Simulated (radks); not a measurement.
Task: Ba2+, 54 electrons, occupied as [Xe]. Calculated with a radial shooting solver on a logarithmic mesh with Libxc functionals: scalar-relativistic Kohn-Sham, BLYP, spin-polarised, spherical densities, finite nucleus; Fermi nuclear charge, rms radius 4.8378 fm. Some entries of the table are withheld. Estimate them.

orbital  occ.  eigenvalue (hartree)  <r> (bohr)
1s          2             -1369.798     0.02558
2s          2                   (1)      0.1098
2p          6             -194.5680     0.09618
3s          2             -46.13297         (2)
3p          6                   (3)      0.2900
3d         10             -28.56773      0.2666
4s          2              -9.40903      0.6739
4p          6              -7.09922      0.7156
4d         10              -3.74563      0.8004
5s          2              -1.68301       1.631
5p          6              -1.12792         (4)

Result: 
(1) 2s eigenvalue (hartree): -216.8991
(2) 3s <r> (bohr): 0.2920
(3) 3p eigenvalue (hartree): -38.97354
(4) 5p <r> (bohr): 1.898
